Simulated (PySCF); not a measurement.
## Ionisation energy of Cl²⁺ by level of theory

Cl²⁺ [Ne] 3s2 3p3 (4S) → Cl³⁺ [Ne] 3s2 3p2 (3P), as a difference of total energies. All numbers are calculated (PySCF 2.14, the non-relativistic Hamiltonian (point nucleus), in def2-TZVP (5s5p2d1f, 37 functions)). Correlated levels: valence: [Ne] frozen. The calculations carry no spin-orbit coupling.

Problem. Order these methods by the ionisation energy they give, lowest first.
A. SCS-MP2 (valence)
B. M06-L
C. MP2 (valence)
D. UHF

Solution. D (38.956 eV), A (39.390 eV), C (39.584 eV), B (39.824 eV).

The reference lies between the lowest fine-structure levels, while these numbers refer to the centres of the terms.

Errors of the correlated levels include the incompleteness of this basis and the frozen core.

For comparison: 39.8 ± 0.11 eV (semi-empirical (NIST evaluation); NIST Atomic Spectra Database, ionization energies).
